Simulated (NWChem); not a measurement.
System: WNH$_{2}$SOCl; SMILES [NH2][W](=[O])(=[S])[Cl]

```xyz
7

W     -0.1709     0.0568     0.0537
O     -1.0181     0.2079     1.5415
S      1.3723     1.5588    -0.0829
Cl     0.7456    -2.0446    -0.1165
N     -1.4491     0.3976    -1.3601
H     -2.4632     0.3124    -1.2258
H     -1.2296     0.8575    -2.2504
```
Atoms are numbered in this order, from 1.

All runs: NWChem. Coordinates come from a PBE-D3(BJ)/def2-SVP optimisation. Not confirmed as a minimum by frequencies. def2 effective core potentials on W; no spin-orbit coupling. Level PBE/def2-SVP: energy and gradient on several grids; changes count from the extra-fine grid, which is no exact limit either.

Problem. Which is the coarsest grid (xcoarse; xfine; coarse; fine; medium) from which on the energy stays within 50 μHa and each gradient component within 100 μHa/bohr of xfine?

Solution. medium.
```json
[
 {"grid": "xcoarse", "size of the energy change (μHa)": "2000", "largest change of a gradient component (μHa/bohr)": "10000"},
 {"grid": "coarse", "size of the energy change (μHa)": "10", "largest change of a gradient component (μHa/bohr)": "600"},
 {"grid": "medium", "size of the energy change (μHa)": "< 10", "largest change of a gradient component (μHa/bohr)": "40"},
 {"grid": "fine", "size of the energy change (μHa)": "< 10", "largest change of a gradient component (μHa/bohr)": "< 30"},
 {"grid": "xfine", "size of the energy change (μHa)": "< 10", "largest change of a gradient component (μHa/bohr)": "< 30"}
]
```
